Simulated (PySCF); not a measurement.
## Bond curve of GaCl

Set-up: Ga cc-pVTZ-PP with ECP10, Cl cc-pV(T+d)Z; scalar-relativistic core potentials (PySCF 2.14). Energies in eV from Ga + Cl in their ground configurations at the same level. State: ¹Σ⁺ (singlet), closed shell.

All columns are PBE0. A positive dipole means Ga(−)Cl(+).

```json
{"R (Å)": "1.913", "E (eV)": "-3.988", "μ (D)": "-0.32", "Mulliken charge on Ga (basis-dependent)": "0.17", "HOMO (eV)": "-6.91", "LUMO (eV)": "-1.18", "Mayer bond order": "1.29", "⟨S²⟩": "0.00"}
{"R (Å)": "2.002", "E (eV)": "-4.455", "μ (D)": "-0.95", "Mulliken charge on Ga (basis-dependent)": "0.24", "HOMO (eV)": "-7.13", "LUMO (eV)": "-1.31", "Mayer bond order": "1.21", "⟨S²⟩": "0.00"}
{"R (Å)": "2.091", "E (eV)": "-4.706", "μ (D)": "-1.60", "Mulliken charge on Ga (basis-dependent)": "0.30", "HOMO (eV)": "-7.32", "LUMO (eV)": "-1.45", "Mayer bond order": "1.14", "⟨S²⟩": "0.00"}
{"R (Å)": "2.158", "E (eV)": "-4.792", "μ (D)": "-2.08", "Mulliken charge on Ga (basis-dependent)": "0.34", "HOMO (eV)": "-7.45", "LUMO (eV)": "-1.55", "Mayer bond order": "1.09", "⟨S²⟩": "0.00"}
{"R (Å)": "2.225", "E (eV)": "-4.814", "μ (D)": "-2.57", "Mulliken charge on Ga (basis-dependent)": "0.37", "HOMO (eV)": "-7.55", "LUMO (eV)": "-1.65", "Mayer bond order": "1.05", "⟨S²⟩": "0.00"}
{"R (Å)": "2.292", "E (eV)": "-4.788", "μ (D)": "-3.05", "Mulliken charge on Ga (basis-dependent)": "0.40", "HOMO (eV)": "-7.64", "LUMO (eV)": "-1.75", "Mayer bond order": "1.01", "⟨S²⟩": "0.00"}
{"R (Å)": "2.381", "E (eV)": "-4.698", "μ (D)": "-3.69", "Mulliken charge on Ga (basis-dependent)": "0.44", "HOMO (eV)": "-7.70", "LUMO (eV)": "-1.89", "Mayer bond order": "0.96", "⟨S²⟩": "0.00"}
{"R (Å)": "2.492", "E (eV)": "-4.527", "μ (D)": "-4.46", "Mulliken charge on Ga (basis-dependent)": "0.47", "HOMO (eV)": "-7.72", "LUMO (eV)": "-2.06", "Mayer bond order": "0.91", "⟨S²⟩": "0.00"}
{"R (Å)": "2.626", "E (eV)": "-4.270", "μ (D)": "-5.37", "Mulliken charge on Ga (basis-dependent)": "0.51", "HOMO (eV)": "-7.59", "LUMO (eV)": "-2.25", "Mayer bond order": "0.86", "⟨S²⟩": "0.00"}
{"R (Å)": "2.804", "E (eV)": "-3.891", "μ (D)": "-6.52", "Mulliken charge on Ga (basis-dependent)": "0.55", "HOMO (eV)": "-7.19", "LUMO (eV)": "-2.50", "Mayer bond order": "0.80", "⟨S²⟩": "0.00"}
```

A fit through these points gives, at Re = 2.219 Å, μ = -2.52 D and dμ/dR = -7.26 D/Å; the reduced mass is 23.2 u.

Q: How strong is the fundamental in the double-harmonic approximation, I = 42.26·(dμ/dR)²/μred km/mol?

A: I = 42.26·(-7.26)²/23.2 = 96.0 km/mol at PBE0.
